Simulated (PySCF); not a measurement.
# TcO: from constants to spectrum

r²SCAN0 constants of TcO, ⁶Σ⁺ (sextet), unpaired electrons σ ↑, π ↑↑, δ ↑↑ (basis Tc def2-TZVPP with ECP28, O def2-TZVPP; scalar-relativistic core potentials; PySCF 2.14; masses 98.9072 and 15.9949 u):

```
ωe              : 955.9 cm⁻¹
ωexe            : 4.28 cm⁻¹
Be              : 0.42205 cm⁻¹
αe              : 0.00228 cm⁻¹
D (centrifugal) : 3.29e-07 cm⁻¹
```

Question: Give the vibrational terms G(v) and spacings up to v = 6.

Answer: G(v) = ωe(v+½) − ωexe(v+½)².

```tsv
v	G(v) (cm⁻¹)	G(v) − G(v−1)	Bv (cm⁻¹)
0	477		0.4209
1	1424	947	0.4186
2	2363	939	0.4163
3	3293	930	0.4141
4	4215	922	0.4118
5	5128	913	0.4095
6	6033	905	0.4072
```

De is left out where the level can put another filling of the metal’s s and d shells below the measured ground configuration, by anything from nothing to about 1 eV. Spin–orbit coupling is left out, which matters for elements this heavy, above all for dissociation energies. With d or f electrons several states lie close, and the lowest PBE0 determinant need not be the measured ground state.
